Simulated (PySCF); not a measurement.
**Mayer bond orders and bond lengths**

C6H5FS2.
SMILES with atom numbers: `[CH3:1][C:2](=[S:3])[c:4]1[cH:5][cH:6][c:7]([F:8])[s:9]1` (hydrogens: H10, H11, H12 on C1; H13 on C5; H14 on C6)

Cartesian coordinates in Å at the GFN2-xTB level; atoms count from 1:
```xyz
14
C6H5FS2 angstrom
C     -2.287    0.839   -0.269
C     -1.328    0.150    0.642
S     -1.786   -0.336    2.141
C      0.003   -0.079    0.184
C      1.035   -0.693    0.861
C      2.229   -0.765    0.133
C      2.090   -0.200   -1.100
F      3.034   -0.106   -2.030
S      0.519    0.431   -1.410
H     -1.910    1.827   -0.535
H     -2.402    0.271   -1.193
H     -3.255    0.942    0.212
H      0.914   -1.076    1.858
H      3.143   -1.205    0.486
```

Bond orders from the PBE0/pcSseg-1 density (PySCF). Isolated species at its GFN2-xTB geometry (one conformer only).

Where do the orders between heavy atoms depart from those drawn in the SMILES?

The largest departure is 0.415, at S9–C4 (drawn aromatic, 1.085), counting aromatic bonds as 1.5. The bonds drawn aromatic range from 1.08 to 1.50.

Give the Mayer order of every bond, beside its length.

```csv
bond,drawn as,length (Å),Mayer order
C1–C2,single,1.491,1.049
C2–S3,double,1.642,1.825
C2–C4,single,1.426,1.055
C4–C5,aromatic,1.378,1.473
C5–C6,aromatic,1.400,1.297
C6–C7,aromatic,1.363,1.496
C7–F8,single,1.329,0.968
C7–S9,aromatic,1.721,1.166
S9–C4,aromatic,1.752,1.085
C1–H10,single,1.090,0.936
C1–H11,single,1.090,0.936
C1–H12,single,1.087,0.946
C5–H13,single,1.075,0.962
C6–H14,single,1.074,0.955
```

Bonds between the same two heavy elements. C–C: lowest C1–C2 (1.049, 1.491 Å), highest C6–C7 (1.496, 1.363 Å). C–S: lowest S9–C4 (1.085, 1.752 Å), highest C2–S3 (1.825, 1.642 Å).

Sum the orders of all bonds at each heavy atom with more than one neighbour and set the sums beside the valence in the SMILES.

C1 3.867 (drawn 4), C2 3.929 (drawn 4), C4 3.613 (drawn 4), C5 3.732 (drawn 4), C6 3.748 (drawn 4), C7 3.630 (drawn 4), S9 2.251 (drawn 2). Orders between atoms that aren't bonded are not in these sums.

Mayer orders depend on the basis set.
